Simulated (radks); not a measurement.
Valence configurations of neutral fluorine (all share [He]). All-electron calculation, scalar-relativistic Kohn-Sham, BLYP, spin-polarised, spherical densities, finite nucleus; open shells are filled with parallel spins first; Fermi nuclear charge, rms radius 2.8976 fm. Program: a radial shooting solver on a logarithmic mesh with Libxc functionals. Energies are relative to 2s2 2p5; eigenvalues in eV for spin up.

valence      E (eV)  moment (Bohr magnetons)    e(2p)    e(2s)
2s2 2p5       0.000                        1  -11.863  -30.553
2s1 2p6      18.570                        1  -12.394  -31.263
2s1.5 2p5.5   9.293                        1  -12.131  -30.911

NIST lists [He] 2s2 2p5 as the ground configuration; this level of theory agrees among the configurations tried. The energies are those of spherical high-spin densities, not of single terms.
